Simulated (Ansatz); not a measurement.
Cost and result for the atomization energy of CH₄BFO (`OCBF`) (8 atoms, 7 bonds).

The species carries charge 0 and has multiplicity 1. The geometry is a stationary point of PBE0-D4/def2-TZVP. It is one conformer, not always the lowest. Program: Ansatz. Hardware: A = 2 threads of an AMD EPYC 7R13 on a shared host; B = 2 threads of an AMD EPYC 7R13 on a shared host and a share of an NVIDIA H100 80 GB. Times are those of one run each, without the atoms' runs, and a repeat can differ threefold. Electronic energies, without spin–orbit coupling; frozen cores. CCSD(T)/CBS extrapolates def2-TZVPP and def2-QZVPP, and its time is that of the two runs behind it. T1 = 0.012. B3LYP takes the VWN-RPA correlation (the form of Gaussian; ORCA's B3LYP/G).

CCSD(T)/CBS is a level of theory with its own doubt, some kJ/mol a heavy atom from the limit and from the frozen cores, so smaller differences don't rank the functionals.

```
                                 level  functions  wall time
                PBE0-D4/def2-TZVPP [A]        180      1.9 s
   PBE-D4/def2-TZVPP (with forces) [A]        180        2 s
 B3LYP-D4/def2-TZVPP (with forces) [A]        180      2.5 s
                 B2PLYP/def2-TZVPP [A]        180      3.1 s
r2SCAN-D4/def2-TZVPP (with forces) [A]        180      3.1 s
                ωB97X-V/def2-TZVPP [A]        180      4.7 s
  ωB97M-V/def2-TZVPP (with forces) [A]        180        6 s
                CCSD(T)/def2-TZVPP [B]        180       15 s
                CCSD(T)/def2-QZVPP [B]        348       34 s
                     CCSD(T)/CBS(def2)          –       49 s
```

Task: What atomization energy does each give, and how far from CCSD(T)/CBS? (Best estimate.)

Result: The calculation gave: 
```tsv
level	atomization (kcal/mol)	difference from CCSD(T)/CBS	per bond
PBE0-D4/def2-TZVPP [A]	744.2	2.3	0.3
PBE-D4/def2-TZVPP (with forces) [A]	761.1	19.2	2.7
B3LYP-D4/def2-TZVPP (with forces) [A]	743.7	1.8	0.3
B2PLYP/def2-TZVPP [A]	738.1	-3.8	-0.5
r2SCAN-D4/def2-TZVPP (with forces) [A]	746.8	4.9	0.7
ωB97X-V/def2-TZVPP [A]	744.0	2.1	0.3
ωB97M-V/def2-TZVPP (with forces) [A]	746.6	4.7	0.7
CCSD(T)/def2-TZVPP [B]	724.5	-17.4	-2.5
CCSD(T)/def2-QZVPP [B]	734.8	-7.1	-1.0
CCSD(T)/CBS(def2)	741.9	0.0	0.0
```

The D4 term adds +3.5 kcal/mol with B3LYP and +1.8 kcal/mol with PBE0; it sums over pairs of atoms, weighted by their polarisabilities, and B3LYP, whose exchange is more repulsive, gets the larger term. In def2-TZVPP, CCSD(T) changes the Hartree–Fock value by +175.7 kcal/mol (the triples alone add +10.3 kcal/mol) and MP2 by +194.3 kcal/mol; breaking electron pairs costs correlation energy, which Hartree–Fock lacks. From PBE to PBE0 (25 % exact exchange), in def2-TZVPP and without D4, the atomization energy moves by −16.5 kcal/mol: exact exchange takes away binding that semilocal exchange gives to molecules.
